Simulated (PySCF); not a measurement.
PBE on Te⁻ (tellurium, charge -1), [Kr] 4d10 5s2 5p5, 2P determinant. Calculation: PySCF 2.14, in aug-cc-pwCVTZ-DK3 (10s9p7d4f1g, 109 functions); the spin-free X2C one-electron Hamiltonian (Gaussian nucleus).

```
cycle= 1 E= -6793.14531404646  delta_E= -0.0215  |g|= 0.0615  |ddm|= 0.509
cycle= 2 E= -6793.1451813901  delta_E= 0.000133  |g|= 0.0381  |ddm|= 0.107
cycle= 3 E= -6793.14555312643  delta_E= -0.000372  |g|= 0.0309  |ddm|= 0.0937
cycle= 4 E= -6793.14586659113  delta_E= -0.000313  |g|= 0.00105  |ddm|= 0.0358
cycle= 5 E= -6793.14586756078  delta_E= -9.7e-07  |g|= 0.000398  |ddm|= 0.00375
cycle= 6 E= -6793.14586772741  delta_E= -1.67e-07  |g|= 6.48e-05  |ddm|= 0.00116
cycle= 7 E= -6793.14586773087  delta_E= -3.46e-09  |g|= 5.3e-06  |ddm|= 0.000183
cycle= 8 E= -6793.14586773091  delta_E= -3.37e-11  |g|= 3.7e-07  |ddm|= 2e-05
converged SCF energy = -6793.14586773091  <S^2> = 0.75396139  2S+1 = 2.0039575
```

Highest occupied orbital energy: 0.726 eV; ⟨L²⟩ = 2.03; populations by l: s 10.00, p 23.00, d 20.00, f 0.00.

Question: Can this result be used?

Answer: With care. The calculation finished and met its thresholds. At PBE the highest occupied level has a positive energy, so only the finite basis holds that electron; in a semilocal or global hybrid functional this comes from self-interaction and does not mean that the real anion is unbound.
